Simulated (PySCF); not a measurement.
GaF2, SMILES [F][Ga][F], multiplicity 2.

Geometry optimised at r2SCAN-D4/def2-TZVP. The multiplicity is an assumed one; other spin states were not compared. The isomer is the one that the SMILES or the coordinates give; other isomers of the formula were not compared.

Calculation: PBE/def2-TZVPD (PySCF).

The molecule is in vacuum.

total energy: -2124.20819 hartree
point group: C2v
α spin, highest occupied and lowest empty level: -6.62 and -2.53 eV
β spin, highest occupied and lowest empty level: -9.14 and -5.39 eV
dipole moment: 2.34 D
quadrupole, principal values (traceless, Buckingham form, about the centre of nuclear charge): -7.46, 1.67, 5.78 D·Å
mean static polarisability: 32.8 bohr³ (4.86 Å³)
polarisability, principal values: 30.3, 31.7, 36.5 bohr³
⟨S²⟩: 0.752 (pure state 0.75)
